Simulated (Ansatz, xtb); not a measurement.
## Relative energy of two conformers of H6InN3

Structure a: `[NH2][In]([NH2])[NH2]`, a singlet. Structure b: `[NH2][In]([NH2])[NH2]`, a singlet. Both are isolated molecules in the gas phase, relaxed with PBE0-D4/def2-SVP.

a (Å):

```xyz
10

In   -0.0103    0.0004    0.0184
N    -1.8360    0.6193   -0.6425
N     0.5315   -1.9522   -0.2056
N     1.2097    1.2707    1.0436
H    -2.2324    0.0886   -1.4137
H    -1.9275    1.6077   -0.8613
H     1.1795   -2.3141    0.4894
H    -0.2333   -2.6163   -0.2939
H     2.1990    1.0364    1.0394
H     1.1199    2.2595    0.8260
```

b (Å):

```xyz
10

In    0.8493   -0.1115   -0.0819
N     0.0219   -0.2606    1.7738
N    -0.2672   -0.5954   -1.7157
N     2.5695    0.9522   -0.3265
H     0.6658   -0.2763    2.5598
H    -0.6624   -0.9995    1.9095
H     0.2399   -0.7682   -2.5792
H    -0.9521   -1.3366   -1.5963
H     3.0902    0.7856   -1.1831
H     3.2250    0.9433    0.4500
```

Energies in hartree; the thermal terms are from PBE0-D4/def2-SVP harmonic frequencies (ideal gas, rigid rotor, one conformer each, 298.15 K, 1 atm) and include the zero-point energy:

|  | a | b |
| --- | --- | --- |
| E, CCSD(T)/def2-SVP | −356.585278 | −356.584772 |
| E, MP2/def2-SVP | −356.532711 | −356.532269 |
| E, MP2/def2-TZVPP | −357.089079 | −357.088838 |
| zero-point energy | 0.074435 | 0.074264 |
| H(298 K) − E | 0.083597 | 0.083537 |
| G(298 K) − E | 0.041895 | 0.042594 |

Correct the CCSD(T) difference for the basis set by the MP2 change, then work out ΔE, ΔE₀, ΔH and ΔG for a → b in kcal/mol (1 Eh = 627.51 kcal/mol) and the equilibrium ratio [b]/[a].

1. Differences b − a: CCSD(T) +0.000506, MP2 in the small set +0.000442, MP2 in the large set +0.000241 Eh.
2. ΔE = +0.000506 + (+0.000241 − (+0.000442)) = +0.000305 Eh = +0.19 kcal/mol.
3. ΔE₀ = ΔE + ΔZPE = +0.000305 + (−0.000171) Eh = +0.08 kcal/mol.
4. ΔH = ΔE + (−0.000060) Eh = +0.15 kcal/mol.
5. ΔG = ΔE + (+0.000699) Eh = +0.63 kcal/mol, so ΔS = (ΔH − ΔG)/T = −6.7 J/(mol K).
6. kT = 0.9442 mEh, so K = [b]/[a] = exp(−ΔG/kT) = exp(−1.06) ≈ 0.35.

The two are too close for this level to say which is favoured. An error of 1 kcal/mol in ΔG would change K by a factor of 5.4. Mirror images and further conformers aren't counted.

Other levels gave ΔE = +0.3 (PBE0-D4/def2-SVP); +0.6 (HF/def2-SVP); +0.3 (MP2/def2-SVP); +0.3 (CCSD(T)/def2-SVP) kcal/mol. The correlated steps freeze 7 core orbitals; the filled d shell of In is correlated, in a basis made for valence electrons. Atoms past krypton carry core potentials in the def2 sets, without spin–orbit terms. Programs: Ansatz 0.2.0.
